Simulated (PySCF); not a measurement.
## Stationary points of Na₃Te⁺

Computed with PBE0/[Te def2-TZVP with ECP28, Na def2-TZVP], scalar-relativistic core potentials, density fitting, no spin–orbit coupling, PySCF.

Relaxations began from a few typed shapes. The search is not exhaustive: other isomers or separated fragments can lie lower, and high-lying points may rest on an excited occupation.

```csv
spin,group,bonds,angles,imaginary modes (cm⁻¹),ΔE (kJ/mol),ΔE with ZPE (kJ/mol)
singlet,C3v,Te–Na 2.810 Å (×3),Na–Te–Na 118.2° (×3),none,0.0,0.0
singlet,D3h,Te–Na 2.807 Å (×3),Na–Te–Na 120.0° (×3),none,0.1,0.1
```

The lowest minimum found is the singlet C3v: Te–Na 2.810 Å (×3); Na–Te–Na 118.2° (×3).
